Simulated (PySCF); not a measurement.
Input file for PySCF: R-B3LYP/6-31G* on AlFH2 (SMILES [F][AlH2]), a point of a bond scan (R = 1.655 Å).

```python
from pyscf import gto, scf, dft, mp
from pyscf.data.elements import chemcore

mol = gto.M(
    atom='''
    Al   -0.24669394   -0.47884971    0.15840895
    H     0.47073738   -1.31219084    1.27881201
    H    -1.58943775   -0.85928261   -0.56046382
    F     0.48063574    0.93294664   -0.30862939
    ''',
    basis='6-31g*',
    cart=True,
    charge=0, spin=0, verbose=3, max_memory=1800)
mf = dft.RKS(mol, xc='b3lyp')
mf.conv_tol = 1e-8
mf.max_cycle = 100
mf.kernel()
if not mf.converged:
    mf = mf.newton().run(mf.mo_coeff, mf.mo_occ)
```

Program output:

```
converged SCF energy = -343.529843316916
```

The run converged.

Cost: about 2.8 core-seconds (a rough figure).
